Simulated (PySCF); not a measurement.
Input file for PySCF: R-HF/STO-3G on C2H4N2 (a complex).

```python
from pyscf import gto, scf, dft, mp
from pyscf.data.elements import chemcore

mol = gto.M(
    atom='''
    C    -0.25090016    0.35264647   -0.24717790
    C     0.45170415   -0.72773257    0.05810753
    H    -0.45368096    0.62767417   -1.27524542
    H    -0.65277910    1.00820088    0.51588337
    H     0.65674199   -1.00549288    1.08491109
    H     0.85248910   -1.38091258   -0.70766871
    N    -0.58759304    1.00981936    3.35991928
    N    -0.01406488    0.11665312    3.61141406
    ''',
    basis='sto-3g',
    charge=0, spin=0, verbose=3, max_memory=1800)
mf = scf.RHF(mol)
mf.conv_tol = 1e-8
mf.max_cycle = 100
mf.kernel()
if not mf.converged:
    mf = mf.newton().run(mf.mo_coeff, mf.mo_occ)
```

### Question
Give the final energy of this run.

### Answer
-184.5671 hartree.
